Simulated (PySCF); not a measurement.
Compound: C3H3BClF.
Bonds: F1–B2, B2–C3, C3–C4 (double), C4–Cl5, C4–C6, C3–C6. Hydrogens: H7 on B2; H8, H9 on C6.

Computed with PBE0-D3(BJ)/def2-SVP geometry optimisation, gas phase in PySCF.

(1) What internal coordinates does the optimisation give?

Results:

(1) 
```csv
bond,length (pm),order
F1–B2,132.5,single
B2–C3,153.2,single
C3=C4,131.0,double
C4–Cl5,167.7,single
C4–C6,146.8,single
C3–C6,154.1,single
B2–H7,120.8,single
"C6–H8, C6–H9",110.0,single
```

Bonds in one row agree within 1 pm and their mean is given. Orders are formal, as drawn. A selection of angles:
```csv
angle,degrees
F1–B2–C3,118.9
F1–B2–H7,117.9
C3–B2–H7,123.2
B2–C3–C4,151.5
B2–C3–C6,147.2
C4–C3–C6,61.3
C3–C4–Cl5,148.2
C3–C4–C6,67.1
Cl5–C4–C6,144.6
C4–C6–H8,119.6
C3–C6–C4,51.5
C3–C6–H8,119.3
H8–C6–H9,113.8
```

Dihedral angles: F1–B2–C3–C4 2° (synperiplanar); B2–C3–C4–Cl5 0° (synperiplanar); B2–C3–C6–C4 -179° (antiperiplanar).

The 3 C–C bonds span 1.310 Å (C3=C4, drawn double) to 1.541 Å (C3–C6, drawn single), a spread of 0.231 Å. B2 (three-coordinate boron) is planar (angles 123.2°, 118.9° and 117.9°, sum 360.0°, 0.00 Å off the plane of its three neighbours). The 6 heavy atoms lie in one plane (0.007 Å rms). The 3-membered ring C3–C4–C6 has internal angles of 51.5° to 67.1°.

No PBE0-D3(BJ)/def2-SVP frequencies stand behind this structure, so it isn't proved a minimum. One conformer, not necessarily the lowest.
